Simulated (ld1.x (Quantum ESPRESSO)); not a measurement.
## Fe: one change to an ultrasoft potential, before and after

iron, ultrasoft, made with ld1.x (Quantum ESPRESSO) 7.5 (PBE, scalar-relativistic). Core [Ar], reference 3d6 4s1.75 4p0 (charge +0.25). Waves: 4s (bound): rcut 2.05, rcutus 2.45 bohr; 4s channel at 3.9 Ry: rcut 2.05, rcutus 2.45 bohr; 4p (bound, empty): rcut 2.80, rcutus 3.65 bohr; 4p channel at 1.5 Ry: rcut 2.80, rcutus 3.65 bohr; 3d (bound): rcut 1.60, rcutus 1.90 bohr; 3d channel at -0.15 Ry: rcut 1.60, rcutus 1.90 bohr. Local part: all-electron potential smoothed inside 3.05 bohr (lloc = -1). Core correction: Bessel-smoothed model core, default radius (core density twice the valence density). Augmentation charge: PSQ, radius 1.25 bohr.

All-electron outer shells of the reference configuration (PBE, scalar-relativistic, ld1.x):

```
shell  level (eV)  outermost node (bohr)  outermost maximum (bohr)
   3s      -96.00                   0.33                      0.70
   3p      -62.03                   0.30                      0.72
   3d       -9.48                      –                      0.71
   4s       -6.96                   1.00                      2.38
   4p       -2.70                   1.10                      3.17
```

Change: waves 4s (bound): rcut 2.05, rcutus 3.50 bohr; 4s channel at 3.9 Ry: rcut 2.05, rcutus 3.50 bohr.

Cutoffs: the cutoffs (Ry, on a coarse ladder) from which the occupation-weighted sum of valence levels, in a spherical-Bessel basis at the reference potential, stays within 10 and 1 mRy of its value at 400 Ry; they do not see the model core or the augmentation charge, which bear on the density cutoff. Errors are all-electron minus pseudo energies relative to the spin-unpolarised reference configuration.

**Question.** How do hardness, ghosts and transferability respond?

**Answer.** The potential gets neither clearly harder nor softer (30 Ry and 45 Ry → 30 Ry and 45 Ry); the number of tests with a reliable result goes from 7 to 4 (the test run of the changed file stopped, so its transferability is not established); of the 4 tests that both files solve, the error grows in 3 and shrinks in 0 by more than 15 % and 0.3 meV (median size 0.7 → 3.0 meV); the range in which the s phases agree narrows (upper end at the end of the scan → 0.3); neither file shows a bound ghost. More of the atom is replaced by a form fitted at one configuration, so other configurations suffer.

| quantity | base | changed |
| --- | --- | --- |
| cutoff, loose | 30 Ry | 30 Ry |
| cutoff, tight | 45 Ry | 45 Ry |
| bound ghosts | none | none |
| tests with a reliable result | 7 of 7 | 4 of 7 (the test run stopped) |
| error for 3d6 4s2 4p0, meV [ΔE -1.53 eV] | +0.1 | +1.3 |
| error for 3d6 4s1 4p0, meV [ΔE 7.20 eV] | -1.1 | +5.9 |
| error for 3d6 4s0 4p0, meV [ΔE 23.40 eV] | -4.9 | -4.8 |
| error for 3d6 4s1.5 4p0, meV [ΔE 1.95 eV] | -0.2 | +0.8 |
| s: phases at 3.95 bohr within 0.05 rad from the reference energy up to (Ry; the scan ends near 5) | to the end of the scan | 0.3 |
| p: phases at 3.95 bohr within 0.05 rad from the reference energy up to (Ry; the scan ends near 5) | 2.9 | 2.9 |
| d: phases at 3.95 bohr within 0.05 rad from the reference energy up to (Ry; the scan ends near 5) | 2.5 | 2.5 |
| lowest overlap eigenvalue by channel | s 0.70, p 0.60, d 1.00 | s 0.11, p 0.60, d 1.00 |
